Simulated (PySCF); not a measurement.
Isomers C8H13NSi:

A. `c1ccc([Si](C)(C)C)cn1`
B. SMILES C1N([C@@]2(C#CC)CC[SiH2]2)C1
C. SMILES CCC/C=C/C(C#N)=C/[SiH3]

Spectrum 1. $^{1}$H NMR (300 MHz, computed): δ 9.02 (s, 1H), 8.91 (d, 1H), 7.88 (d, 1H), 7.34 (m, 1H), 0.29 (s, 9H). $^{13}$C{$^{1}$H} NMR (computed): δ 160.5 (CH), 155.8 (CH), 146.0 (CH), 139.5 (C), 127.7 (CH), -0.7 (CH3).

Spectrum 2. $^{1}$H NMR (300 MHz, computed): δ 6.77 (m, 1H), 6.53 (q, 1H), 6.29 (d, 1H), 4.41 (d, 3H), 2.18 (m, 2H), 1.46 (m, 2H), 1.14 (t, 3H). $^{13}$C{$^{1}$H} NMR (computed): δ 151.0 (CH), 144.4 (CH), 138.2 (C), 136.6 (CH), 121.2 (C), 41.9 (CH2), 28.6 (CH2), 17.2 (CH3).

Spectrum 3. $^{1}$H NMR (300 MHz, computed): δ 4.85 (m, 1H), 4.69 (m, 1H), 2.43 (m, 1H), 2.41 (m, 1H), 1.98 (s, 3H), 1.90 (m, 1H), 1.52 (m, 2H), 1.51 (m, 2H), 1.34 (m, 1H). $^{13}$C{$^{1}$H} NMR (computed): δ 90.5 (C), 83.2 (C), 54.3 (C), 38.0 (CH2), 23.7 (CH2), 5.5 (CH2), 5.0 (CH3).

[PySCF 2.14: geometry: GFN2-xTB; PBE0/pcSseg-1 with gauge-including orbitals; fast rotation and ring inversion assumed for equivalent nuclei; one conformer; no relativistic terms; no solvent]

Shifts are taken against calculated references (same method and geometry level): TMS for $^{1}$H, $^{13}$C. Where no couplings were computed, multiplicities follow the n + 1 count of equivalent neighbours, and m marks all less simple cases (inequivalent or close neighbours, rings, F or P nearby). Shifts are as computed. Against solution values, carbons near 30 ppm lie about +3 ppm off and those near 130 ppm about +5 ppm. Of 1211 compounds with measured shifts, 218 miss one by over three times the rms of a fit or turn the order of signals round; such compounds aren't used in these exercises.

Match each spectrum to its structure.

## Answers

1–A, 2–C, 3–B.

- Spectrum 1 (A): 6 $^{13}$C signals; δC 160.5 is an aromatic CH next to a ring nitrogen; δC 155.8 is an aromatic CH next to a ring nitrogen.
- Spectrum 2 (C): 8 $^{13}$C signals; δC 151.0 is an alkene CH; δC 144.4 is an alkene CH.
- Spectrum 3 (B): 7 $^{13}$C signals; δC 90.5 is an alkyne carbon; δC 83.2 is an alkyne carbon.
